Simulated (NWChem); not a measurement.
Correlation energy of hydronium (H₃O (+1))

SMILES: [OH3+]
```xyz
4

O      0.0000     0.0774     0.0000
H     -0.4720    -0.2067     0.8177
H     -0.4720    -0.2067    -0.8177
H      0.9443    -0.2062     0.0000
```
Charge +1, spin multiplicity 1.

The numbers come from NWChem runs, not from measurements. Structure: optimised with B3LYP/def2-SVP, a minimum by its harmonic frequencies.

Basis set: 6-311G**. Each correlation energy counts from its own Hartree-Fock reference.

The correlated methods keep 1 core orbital frozen. The Pople sets run with spherical d functions. No row is a measurement; the coupled-cluster row has its own basis-set and correlation limits.

| method | correlation energy (mHa) |
|---|---|
| MP2 | [?] |
| SCS-MP2 | [?] |
| CR-CCSD[T] | -231.7 |
| CR-CCSD(T) | -231.6 |
| CCSD | [?] |
| CCSD+T(CCSD) | -232.3 |
| CCSD(T) | -232.2 |
| CCSDT | -232.3 |

### Question
What belongs in the gaps?

### Answer

- MP2, correlation energy (mHa): -218.3
- SCS-MP2, correlation energy (mHa): -215.8
- CCSD, correlation energy (mHa): -227.5
